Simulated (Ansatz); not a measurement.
Stepwise reaction of `[OH][Al]([OH])[SiH3]` with hydrogen fluoride, as a gas-phase model of exchange steps in deposition or etching. ΔE in kJ/mol.

Program: Ansatz. Geometries: PBE0-D4/def2-TZVP. ΔE: electronic, gas phase. CBS: MP2 limit from def2 TZ/QZ plus the TZ coupled-cluster correction, frozen cores. This one scheme is used for every species. DFT in def2-TZVPP. B3LYP here is the variant with VWN-RPA as its local correlation; programs differ in this. One conformer a species, not always the lowest.

```csv
step,reaction,PBE-D4,B3LYP-D4,ωB97M-V,CCSD(T)/CBS
1,`[OH][Al]([OH])[SiH3]` + H–F → `[OH][Al]([F])[SiH3]` + H₂O,-51.7,-53.3,-53.1,-52.6
2,`[OH][Al]([F])[SiH3]` + H–F → `[F][Al]([F])[SiH3]` + H₂O,-44.3,-45.8,-45.5,-46.2
```

(1) By hand: ΔE of the 2 steps together at CCSD(T)/CBS.

## Answers

(1) (-52.6) + (-46.2) = -98.8 kJ/mol, or -49.4 kJ/mol a step.

In ΔE each step is higher than the one before. All are downhill at CCSD(T)/CBS. PBE-D4 differs from CCSD(T)/CBS by 0.9 to 1.9 kJ/mol a step. Isolated molecules leave out the surface, adducts and barriers. Largest T1 diagnostic: 0.014.
